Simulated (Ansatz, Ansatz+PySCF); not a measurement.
```yaml
atoms:
  - { symbol: Mg, position_ang: [-0.0058, -0.0023, -0.7068] }
  - { symbol: O, position_ang: [0.0083, 0.0021, 1.0434] }
```

Basis set: def2-SVP (spherical functions). Correlated methods keep 2 orbitals frozen. Charge 0, multiplicity 1.

Computed with Ansatz (development build ahead of 0.2.0); each method stands on the lowest determinant of its kind that the runs found. Restricted open shells among the atoms or ions are ROHF, correlated in semicanonical orbitals with singles.

Question: Give the atomization energy at this shape (free ground-state atoms in the same class of orbitals less the molecule, no zero-point energy) of singlet MgO by RHF-CCSD(T), RHF-CCSD, RHF-MP2, UHF, RHF.

Answer:

```tsv
method	atomization energy
RHF-CCSD(T)	45.92 kcal/mol
RHF-CCSD	34.65 kcal/mol
RHF-MP2	61.14 kcal/mol
UHF	24.73 kcal/mol
RHF	-29.44 kcal/mol
```

Caution for RHF-CCSD(T), RHF-CCSD, RHF-MP2, RHF: an unrestricted determinant lies well below. Caution for RHF-CCSD(T), RHF-CCSD, RHF-MP2: large share of triples, a single reference is doubtful. Caution for UHF: the unrestricted determinant is a mixture of spin states. Caution for RHF: the molecule lies well above its atoms at this level.
